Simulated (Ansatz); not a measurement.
A structure relaxed at B3LYP-D4/def2-TZVPD in Ansatz, charge -1, singlet:

Cartesian coordinates in Å:
```
Nb -0.612 -0.240 0.469
S 1.257 -1.341 0.259
S -0.646 1.581 -0.728
```

Problem. Give its formula and point group.

Solution. the cluster NbS₂⁻. Point group C2v (tolerance 0.1 Å).

Problem. Summarise the bond lengths by kind (pairs closer than 1.2 times the sum of covalent radii, bridged metal pairs left out).

Solution. 2 × Nb–S 2.18 Å. The metal has 2 neighbours: S 2.18 Å, S 2.18 Å.

In the def2 sets Nb takes a core potential; there is no spin–orbit coupling. The restricted singlet is unstable towards broken spin symmetry at other levels; at B3LYP-D4/def2-TZVPD this wasn't settled. At B3LYP-D4/def2-TZVPD a triplet of charge -1 lies 0.36 eV below the restricted singlet, each at its own geometry. The structure comes from a short search, and lower isomers may exist.
